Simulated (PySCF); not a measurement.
A side-by-side comparison of computed properties.

First species: C3H7FSi.
SMILES: `C/C([SiH3])=C/F`

Second species: C9H8FP.
SMILES: `C=C/C=P\c1cccc(F)c1`

Levels: PBE0/pcSseg-1 for dipole moment, HOMO energy, LUMO energy and HOMO–LUMO gap; GFN2-xTB for rotational constant A and rotational constant C. Geometries: GFN2-xTB. Each species is one conformer at its optimised geometry, gas phase, non-relativistic unless stated; the electronic structure was computed with PySCF and density fitting.

The conformers computed, where there is a choice (atom-mapped SMILES and torsion angles):
- `[CH2:1]=[CH:2]/[CH:3]=[P:4]\[c:5]1[cH:6][cH:7][cH:8][c:9]([F:10])[cH:11]1`: C1–C2–C3–P4 -179°, C3–P4–C5–C6 -118°

Values for the first species:

| Property | Result |
| --- | --- |
| Dipole moment | 1.72 D |
| HOMO energy | -7.31 eV |
| LUMO energy | -0.04 eV |
| HOMO–LUMO gap | 7.27 eV |
| Rotational constant A | 4.345 GHz |
| Rotational constant C | 1.975 GHz |

Estimate the same properties for the second species, and the change in each.

```json
{"property": "dipole moment", "first": "1.72 D", "second": "1.58 D", "second less first": "-0.14 D"}
{"property": "HOMO energy", "first": "-7.31 eV", "second": "-6.70 eV", "second less first": "+0.61 eV"}
{"property": "LUMO energy", "first": "-0.04 eV", "second": "-2.22 eV", "second less first": "-2.18 eV"}
{"property": "HOMO–LUMO gap", "first": "7.27 eV", "second": "4.48 eV", "second less first": "-2.79 eV"}
{"property": "rotational constant A", "first": "4.345 GHz", "second": "1.426 GHz", "second less first": "-2.919 GHz"}
{"property": "rotational constant C", "first": "1.975 GHz", "second": "0.519 GHz", "second less first": "-1.456 GHz"}
```

On the first: In atomic units the dipole is 0.68 e·bohr (1 au = 2.5417 D). GFN2-xTB frequencies show an imaginary mode (38i cm⁻¹), so this geometry is no minimum at that level.

On the second: In atomic units the dipole is 0.62 e·bohr (1 au = 2.5417 D).
